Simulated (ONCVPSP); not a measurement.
Potentials for gold compared

Generated with ld1.x 7.5 (TM, RRKJ, ultrasoft, PAW), atompaw 4.2 or ONCVPSP 4.0.1. The cutoff is in Ry: for ld1.x and atompaw files where the sum of valence levels is converged to 10 mRy in a Bessel basis, for ONCV files where the hardest occupied wave has 1 mHa per electron of residual kinetic energy. The error is the largest all-electron minus pseudo excitation energy over each file’s own four to seven test configurations (ionisations up to +4, promotions, holes and added fractions of an electron), all of which were solved. The labels leave out finer settings (local radius, basis sizes, second energies), which also bear on the numbers. Spin-polarised tests are not counted. The rows are a selection from randomly drawn settings: files with unsolved tests, undetermined cutoffs or missed reference levels are left out.

A true bound ghost makes a file unfit for plane-wave use even where its test errors are small: the radial tests pick states by their node count and pass the ghost by.

```csv
potential,cutoff (Ry),largest error (meV),bound ghosts
"ONCV, PBE, scalar-relativistic, rc 2.30/2.45/1.90 (spd), local d, core correction yes, reference 5d10 6s0.75, qcut 2.2/3.1/8.7, projectors 2/2/0",43,-47,s
"ONCV, PBE, scalar-relativistic, rc 1.20/1.60/1.20 (spd), local d, core correction yes, reference 5s2 5p6 5d10 6s0.5, qcut 7.5/10.9/6.8, projectors 2/2/0",96,-7.1,none
"ONCV, PBE, fully relativistic, rc 1.40/1.85/2.25 (spd), local smoothed, core correction yes, reference 5s2 5p6 5d10 6s1, qcut 7.3/8.7/7.5, projectors 3/2/2",47,-351,none
"ONCV, PBE, scalar-relativistic, rc 1.50/1.10/1.30 (spd), local smoothed, core correction yes, reference 5s2 5p6 5d9 6s2, qcut 6.7/7.7/6.3, projectors 2/2/2",201,-17,s
"ONCV, LDA (Perdew-Wang 92), scalar-relativistic, rc 1.25/1.55/1.75/0.50 (spdf), local smoothed, core correction yes, reference 4f14 5s2 5p6 5d10 6p1, qcut 7.7/8.5/7.6/36.9, projectors 2/2/1/2",1073,-7.2,"s, p, d"
```

Problem. Fill in the row for Au: ONCV, PBE, fully relativistic, rc 2.25/1.55/1.90 (spd), local smoothed, core correction yes, reference 5p6 5d10 6s1, qcut 3/9.9/7.4, projectors 2/2/2.

Solution. cutoff 62 Ry, largest error +27 meV, bound ghosts: s.

Problem. Fill in the row for Au: ONCV, LDA (Perdew-Zunger), scalar-relativistic, rc 2.40/2.60/2.20/0.75 (spdf), local smoothed, core correction yes, reference 4f14 5d10 6s1, qcut 2.3/2.7/7.3/27.6, projectors 2/1/1/2.

Solution. cutoff 576 Ry, largest error -245 meV, bound ghosts: s, p.
